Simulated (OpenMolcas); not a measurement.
An OpenMolcas run meant for Dy²⁺ (ANO-R2, X2C; inactive shells 1s 2s 2p 3s 3p 3d 4s 4p 4d 5s 5p; intended active space 10 electrons in 7 orbitals (4f)). One step of its input:

```
&CASPT2
Multistate=21 1 2 3 4 5 6 7 8 9 10 11 12 13 14 15 16 17 18 19 20 21
Frozen=14 9
IPEA=0.25
Imaginary=0.1
MaxIter=60
WThr=0.0 0.3 0.05
PrWF=0.5
NoMix
Deleted=16 18
```

The run finished. Its levels beside those of a sound run (SS-CASPT2, IPEA 0.25 Eh, imaginary shift 0.1 Eh (closed shells correlated: 5s 5p)), in eV above each run's lowest level:

```
   Level  This run  Usual run
4f¹⁰ ⁵I₈    0.0000     0.0000
4f¹⁰ ⁵I₇    0.5317     0.5375
4f¹⁰ ⁵I₆    0.9276     0.9292
4f¹⁰ ⁵I₅    1.2239     1.2186
4f¹⁰ ⁵I₄    1.4462     1.4344
4f¹⁰ ⁵F₅    2.4435     2.1244
```

Q: Which setting is unsound, and how much does it matter here?

A: Nearly half of the orbitals are deleted from the virtual space, which removes much of the correlation energy. Against the sound run the excited levels shown move by 550 cm-1 on average and by 2600 cm-1 at most.

CASPT2 does not keep the components of a term degenerate, so their means are used; among the terms shown or strongly mixed into the levels shown the widest spread is 730 cm-1 (4f¹⁰ ⁵I, the sound run). High states are left out of the spin-orbit mixing, which shifts the levels that they would mix with. Only configurations of the active space appear.
